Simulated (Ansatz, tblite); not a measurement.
Forces on GeI2 at its B3LYP-D4/def2-TZVP geometry. Total charge 0; singlet.

In the def2 sets I takes a core potential; there is no spin–orbit coupling. The xTB rows come from tblite. The structure comes from a short search, and lower isomers may exist.

GFN1-xTB (tblite), largest force 1.14 eV/Å:

```xyz
3
positions Å, forces eV/Å
Ge   -0.939    0.415    0.319    0.998   -0.442   -0.340
I    -0.186   -0.221   -2.069   -0.303    0.225    0.740
I     1.125   -0.194    1.749   -0.695    0.217   -0.400
```

GFN2-xTB (tblite), largest force 0.21 eV/Å:

```
Ge 0.182 -0.081 -0.062
I -0.055 0.041 0.137
I -0.127 0.040 -0.075
```

PBE-D4/def2-TZVP (Ansatz), largest force 0.05 eV/Å:

```
Ge 0.044 -0.019 -0.015
I -0.009 0.010 0.046
I -0.035 0.009 -0.031
```
